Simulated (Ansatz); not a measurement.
The first iterations of a band of CH6AlNSSi (11 atoms, charge 0, multiplicity 1).

Computed with Ansatz, RKS revPBE-D4/STO-3G.

```json
{
 "movable images": "9",
 "climbing image": "yes",
 "spring": "5.0 eV/Å²",
 "optimiser": "quadratic models (default)",
 "start path": "through a guess of the saddle point",
 "force threshold": "0.03 eV/Å",
 "iteration limit": "54",
 "end points": "relaxed"
}
```

Image 0:

```xyz
11
Properties=species:S:1:pos:R:3
C -1.118 0.426 1.078
Si 0.176 -0.154 -0.193
N 1.807 0.443 0.385
Al -0.161 -1.222 -2.111
S -0.260 0.857 -2.126
H -0.978 1.495 1.331
H -1.053 -0.149 2.021
H -2.146 0.311 0.690
H 1.649 0.792 1.384
H 2.404 -0.424 0.574
H -0.254 -2.433 -3.012
```

Image 10:

```xyz
11
Properties=species:S:1:pos:R:3
C -1.162 0.471 1.072
Si 0.157 -0.119 -0.163
N 1.726 0.549 0.515
Al -0.153 -1.270 -2.039
S -0.166 0.816 -2.143
H -1.014 1.535 1.331
H -1.126 -0.108 2.014
H -2.182 0.366 0.659
H 1.712 0.278 1.552
H 2.510 -0.093 0.163
H -0.237 -2.483 -2.941
```

| iteration | highest image above the first end (eV) | largest band force component (eV/Å) |
| --- | --- | --- |
| 1 | 1.435 | 3.651 |
| 2 | 0.325 | 0.949 |
| 3 | 0.107 | 1.034 |
| 4 | 0.038 | 0.231 |
| 5 | 0.017 | 0.247 |
| 6 | 0.008 | 0.121 |

**Question.** Does the band converge within its limit, and where does its top end?

**Answer.** The run converged. It ended after 18 iterations with the highest image 0.000 eV above the first end. The highest image is an end point: on this band no image between the ends rises above it. Limits of this set-up: minimal basis.

Run time: 5.1 min on 1 thread of Intel(R) Xeon(R) Platinum 8488C (Sapphire Rapids), with other jobs on the host, peak memory 0.12 GiB.
